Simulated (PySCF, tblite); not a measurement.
Structures optimised with GFN2-xTB, isolated species. One conformer each, none proved a minimum here. Atom numbers follow the mapped SMILES.

Question: Order the C–O distances, shortest first.
A. C1–O2 in `[CH3:1][O:2][Si@@H:3]1[CH2:4][C:5]([C:6](=[O:7])[OH:8])=[C:9]1[F:10]` with C1–O2–Si3–C4 174°, C4–C5–C6–O7 178°, C5–C6–O8–H 180°
B. O5–C6 in `[CH:1]#[C:2][Si@@H:3]([OH:4])[O:5]/[CH:6]=[CH:7]\[CH:8]=[O:9]` with C2–Si3–O4–H -58°, C2–Si3–O5–C6 -105°, Si3–O5–C6–C7 176°, C6–C7–C8–O9 179°
C. C3–O5 in `[CH2:1]=[CH:2][C:3](=[O:4])[O:5][CH:6]([F:7])[F:8]` with C1–C2–C3–O4 0°, C2–C3–O5–C6 180°, C3–O5–C6–F7 -121°
D. O4–C5 in `[CH2:1]=[CH:2][Si@@H:3]([O:4][CH2:5][SiH3:6])[C:7]([F:8])([F:9])[F:10]` with C1–C2–Si3–O4 -162°, C2–Si3–O4–C5 163°, Si3–O4–C5–Si6 -132°
E. O2–C3 in `[CH3:1][O:2][c:3]1[cH:4][cH:5][c:6](/[P:7]=[CH:8]\[F:9])[cH:10][cH:11]1` with C1–O2–C3–C4 0°, C5–C6–P7–C8 -49°

Answer: B (1.324 Å), E (1.358 Å), C (1.378 Å), A (1.402 Å), D (1.423 Å).

- 1.324 Å: drawn single, silyl ether oxygen to vinylic carbon bearing oxygen
- 1.358 Å: drawn single, aryl ether oxygen to aromatic carbon bearing oxygen
- 1.378 Å: drawn single, ends: ester carbonyl carbon; ester single-bonded oxygen
- 1.402 Å: drawn single, methoxy carbon to silyl ether oxygen
- 1.423 Å: drawn single, silyl ether oxygen to sp3 carbon bound to oxygen

Question: Order the C–Si distances, shortest first.
A. Si3–C4 in `[CH3:1][O:2][Si@@H:3]1[CH2:4][C:5]([C:6](=[O:7])[OH:8])=[C:9]1[F:10]` with C1–O2–Si3–C4 174°, C4–C5–C6–O7 178°, C5–C6–O8–H 180°
B. C2–Si3 in `[CH2:1]=[CH:2][Si@@H:3]([O:4][CH2:5][SiH3:6])[C:7]([F:8])([F:9])[F:10]` with C1–C2–Si3–O4 -162°, C2–Si3–O4–C5 163°, Si3–O4–C5–Si6 -132°
C. C2–Si3 in `[CH:1]#[C:2][Si@@H:3]([OH:4])[O:5]/[CH:6]=[CH:7]\[CH:8]=[O:9]` with C2–Si3–O4–H -58°, C2–Si3–O5–C6 -105°, Si3–O5–C6–C7 176°, C6–C7–C8–O9 179°

Answer: C (1.853 Å), B (1.871 Å), A (1.912 Å).

- 1.853 Å: drawn single, alkyne carbon to oxygen-bound silicon
- 1.871 Å: drawn single, alkene CH carbon to oxygen-bound silicon
- 1.912 Å: drawn single, oxygen-bound silicon to sp3 carbon bound to silicon, in a 4-membered ring

These are computed values.
